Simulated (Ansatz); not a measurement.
**Pulling the pair apart**

The pair of HBr (SMILES Br, atoms 1–2) and SiH₄ (SMILES [SiH4], atoms 3–7), both closed shells, in one local arrangement (a lower one may exist), relaxed at PBE0-D4/def2-TZVP:

| atom | x (Å) | y (Å) | z (Å) |
| --- | --- | --- | --- |
| Br1 | -0.0513 | -0.4988 | -2.8233 |
| H2 | -0.6677 | 0.7618 | -2.6002 |
| Si3 | 0.1456 | -0.0565 | 1.0821 |
| H4 | 1.5377 | -0.1183 | 0.5727 |
| H5 | 0.1653 | 0.2062 | 2.5444 |
| H6 | -0.5475 | -1.3417 | 0.8201 |
| H7 | -0.5820 | 1.0475 | 0.4042 |

SiH₄ is shifted rigidly along the line between the mean atom positions of the two fragments (negative: closer). Counterpoise interaction energies in kJ/mol. Program: Ansatz 0.2.0. Basis: def2-TZVPPD. Cores are frozen in the correlated methods. Filled d shells of the heavier atoms are correlated. The def2 sets are not built for correlating such inner shells, so the correlated values are less sure here. B3LYP uses VWN-RPA correlation.

| shift (Å) | PBE0-D4 | MP2 | B3LYP-D4 |
| --- | --- | --- | --- |
| -0.39 | -2.0 | -0.4 | -0.2 |
| -0.20 | -3.8 | -2.7 | -2.7 |
| 0.00 | -4.3 | -3.4 | -3.5 |
| 0.20 | -4.1 | -3.4 | -3.3 |
| 0.47 | -3.4 | -2.9 | -2.6 |
| 0.98 | -2.0 | -1.8 | -1.2 |
| 1.97 | -0.4 | -0.6 | 0.0 |
| 3.94 | 0.2 | -0.1 | 0.5 |

At the largest shift the D4 term itself is slightly repulsive (PBE0-D4 +2.4 meV, B3LYP-D4 +5.3 meV): a quirk of that model, not of the functional.

(1) What does CCSD(T) give at these shifts? (Judge from chemistry; the value comes from the calculation.)

T1 diagnostic: at most 0.008.

Results:

(1) Computed: 0.5, -2.1, -3.0, -3.1, -2.7, -1.7, -0.6, -0.1 kJ/mol. For zero shift, CCSD(T) at an estimated basis limit (MP2 extrapolated from triple and quadruple zeta, plus CCSD(T) − MP2 in triple zeta) gives -4.2 kJ/mol. These are counterpoise interaction energies, counted from the two frozen fragments.

For scale, one of the runs: CCSD(T)/def2-TZVPPD, 190 basis functions, launched by `ansatz run in.yaml --threads 2 --pin off --events-out ev --progress --plain --max-ram 5222MiB`. Hardware: 2 CPU threads of an Arm Neoverse V1, shared host. Wall time 60 s; peak host memory 1.9 GiB.
